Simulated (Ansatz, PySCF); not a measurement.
SnHI3, SMILES [I][SnH]([I])[I]. Atoms are numbered in the order given.

```xyz
5

Sn     0.0371     0.0064     0.6872
I     -0.7856     2.4257    -0.2112
I     -1.7250    -1.8855    -0.1205
I      2.4733    -0.5466    -0.3596
H      0.1296     0.0223     2.4008
```
Charge 0, spin multiplicity 1.

The structure is a stationary point at B3LYP-D3(BJ)/def2-SVP. The structure was generated by enumeration; whether it is a known compound was not checked. The def2 effective core potentials stand for the cores of I, Sn; spin–orbit coupling is left out.

Two levels are set side by side: PBE-D3(BJ)/def2-SVP (Ansatz, a program for electronic structure) and B3LYP-D3(BJ)/def2-SVP (Ansatz). Each level has its own optimised geometry; the coordinates shown are those of the second. Frequencies come from the Hessian of PySCF at each geometry. Differences are taken from unrounded values.

```json
[
 {"quantity": "mean bond length (Å)", "B3LYP-D3(BJ)": "2.461", "PBE-D3(BJ)": "2.465", "PBE-D3(BJ) minus B3LYP-D3(BJ)": "0.004"},
 {"quantity": "bond Sn1–I2 (Å)", "B3LYP-D3(BJ)": "2.709", "PBE-D3(BJ)": "2.710", "PBE-D3(BJ) minus B3LYP-D3(BJ)": "0.001"},
 {"quantity": "bond Sn1–I3 (Å)", "B3LYP-D3(BJ)": "2.709", "PBE-D3(BJ)": "2.710", "PBE-D3(BJ) minus B3LYP-D3(BJ)": "0.001"},
 {"quantity": "bond Sn1–I4 (Å)", "B3LYP-D3(BJ)": "2.709", "PBE-D3(BJ)": "2.710", "PBE-D3(BJ) minus B3LYP-D3(BJ)": "0.001"},
 {"quantity": "bond Sn1–H5 (Å)", "B3LYP-D3(BJ)": "1.716", "PBE-D3(BJ)": "1.728", "PBE-D3(BJ) minus B3LYP-D3(BJ)": "0.012"},
 {"quantity": "highest harmonic wavenumber (cm⁻¹)", "B3LYP-D3(BJ)": "1897", "PBE-D3(BJ)": "1841", "PBE-D3(BJ) minus B3LYP-D3(BJ)": "-56"},
 {"quantity": "mean harmonic wavenumber (cm⁻¹)", "B3LYP-D3(BJ)": "415", "PBE-D3(BJ)": "403", "PBE-D3(BJ) minus B3LYP-D3(BJ)": "-13"},
 {"quantity": "zero-point energy (kcal/mol)", "B3LYP-D3(BJ)": "5.34", "PBE-D3(BJ)": "5.18", "PBE-D3(BJ) minus B3LYP-D3(BJ)": "-0.16"}
]
```
